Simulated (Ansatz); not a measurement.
trans-PdH2(NH3)2 (PdN2H8). Charge 0, multiplicity 1. Geometry r2SCAN-D4/def2-SVP.

```tsv
atom	x (Å)	y (Å)	z (Å)
N1	1.8389	-0.0769	0.9101
N2	-1.8391	0.0787	-0.9092
Pd3	-0.0002	0.0038	0.0009
H4	0.0563	1.6517	0.0522
H5	1.9782	-0.9512	1.4155
H6	1.9730	0.7016	1.5549
H7	2.5667	-0.0121	0.1957
H8	-0.0572	-1.6449	-0.0515
H9	-2.5650	-0.0838	-0.2088
H10	-1.9312	-0.6502	-1.6167
H11	-2.0203	0.9831	-1.3430
```

In the def2 sets Pd takes a core potential; there is no spin–orbit coupling. LC-ωPBE has ω = 0.4 bohr⁻¹. Another isomer (singlet) lies 0.51 eV lower at PBE0-D4/def2-TZVP; other spin states weren't run for this one.

**Question.** Estimate the orbital energies around the gap (eV) in Ansatz with PBE-D4/def2-SVP, PBE-D4/def2-TZVP, r2SCAN-D4/def2-TZVP, PBE0-D4/def2-SVP, LC-ωPBE/def2-TZVP.

**Answer.** 
```
orbital  PBE-D4/def2-SVP  PBE-D4/def2-TZVP  r2SCAN-D4/def2-TZVP  PBE0-D4/def2-SVP  LC-ωPBE/def2-TZVP
 HOMO−5            -7.63             -7.76                -8.07             -9.07             -12.21
 HOMO−4            -5.16             -5.24                -5.46             -6.95              -9.84
 HOMO−3            -4.73             -4.81                -4.99             -6.46              -9.35
 HOMO−2            -4.65             -4.75                -4.97             -6.40              -9.34
 HOMO−1            -4.18             -4.28                -4.45             -5.63              -8.49
   HOMO            -4.11             -4.23                -4.44             -5.12              -7.77
   LUMO            -0.91             -1.18                -0.85              0.00               1.77
 LUMO+1            -0.27             -0.44                 0.27              0.51               2.15
 LUMO+2             0.23              0.20                 0.65              0.82               2.30
 LUMO+3             1.13              0.86                 1.42              2.11               3.41
 LUMO+4             1.63              1.34                 2.28              2.29               3.93
 LUMO+5             2.40              1.89                 2.80              3.45               4.82
```
